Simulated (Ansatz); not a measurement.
Reaction (cleavage of the Si–Al bond): `F[Si](F)(F)[AlH2]` + H–F → `F[Si](F)(F)F` + `[AlH3]`

Program: Ansatz. Geometries: PBE0-D4/def2-TZVP. ΔE: electronic, gas phase. CBS: MP2 limit from def2 TZ/QZ plus the TZ coupled-cluster correction, frozen cores. This one scheme is used for every species. DFT in def2-TZVPP.

`F[Si](F)(F)[AlH2]`:

Z-matrix (Å, degrees):
```
Si
F 1 1.589
F 1 1.589 2 106.3
F 1 1.588 2 106.0 3 -112.4
Al 1 2.466 2 112.0 3 122.7
H 5 1.581 1 119.7 2 119.8
H 5 1.582 1 118.1 2 -60.1
```

H–F:

Cartesian coordinates in Å:
```
F -0.061 0.022 0.455
H 0.061 -0.022 -0.455
```

`F[Si](F)(F)F`:

```xyz
5

F    -0.174    0.968    1.213
Si    0.000    0.000    0.000
F     0.054    0.829   -1.323
F    -1.207   -0.990   -0.054
F     1.327   -0.807    0.164
```

`[AlH3]`:

Z-matrix (Å, degrees):
```
Al
H 1 1.586
H 1 1.586 2 120.0
H 1 1.586 2 120.0 3 -179.9
```

```json
{"level": "PBE-QIDH", "ΔE (eV)": "-1.57"}
{"level": "BHLYP", "ΔE (eV)": "-1.70"}
```

Question: What does CCSD(T)/CBS give? (An estimate is asked.)

Answer: Ansatz gave: -1.55 eV. The listed levels differ from it by -0.02, -0.15 eV.

Largest T1 diagnostic among the species: 0.012.

The D4 term adds +0.04 eV with B3LYP and +0.03 eV with PBE0; it sums over pairs of atoms, weighted by their polarisabilities, and B3LYP, whose exchange is more repulsive, gets the larger term. From BLYP to BHLYP (50 % exact exchange), in def2-TZVPP and without D4, ΔE moves by −0.23 eV. Leaving LDA and LC-ωPBE aside and taking each functional with its dispersion term where it has one, the values, not all of them listed here, spread over 0.56 eV, from B97M-V to PBE-D4. LDA lies −0.07 eV from PBE without D4.

B3LYP here is the variant with VWN-RPA as its local correlation; programs differ in this.
